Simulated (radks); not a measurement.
Values are calculated unless marked as measured or tabulated.
All-electron atom: the praseodymium ion Pr5+ in [Xe] (the NIST ground configuration). Level of theory: Dirac Kohn-Sham, relativistic LDA (MacDonald-Vosko exchange, VWN5 correlation), spin-unpolarised, spherical densities, finite nucleus; Fermi nuclear charge, rms radius 4.8919 fm (a radial shooting solver on a logarithmic mesh with Libxc functionals).

Unscreened Slater integrals over Kohn-Sham orbitals (cm^-1). Large and small components are both included.

integral,value
"F0(5p3/2,5p3/2)",125950
"F2(5p3/2,5p3/2)",68473
"F0(5p3/2,5p1/2)",128350
"G2(5p3/2,5p1/2)",69272
"F0(5p3/2,5s1/2)",133000
"G1(5p3/2,5s1/2)",89376
"F0(5p3/2,4d5/2)",155680
"F2(5p3/2,4d5/2)",47272
"G1(5p3/2,4d5/2)",13489
"G3(5p3/2,4d5/2)",13354
"F0(5p1/2,5p1/2)",130940
"F0(5p1/2,5s1/2)",136010
"G1(5p1/2,5s1/2)",93835
"F0(5p1/2,4d5/2)",160990
"G3(5p1/2,4d5/2)",14921
"F0(5s1/2,5s1/2)",141910
"F0(5s1/2,4d5/2)",172040
"G2(5s1/2,4d5/2)",19703
"F0(4d5/2,4d5/2)",276830
"F2(4d5/2,4d5/2)",141030
"F4(4d5/2,4d5/2)",94509
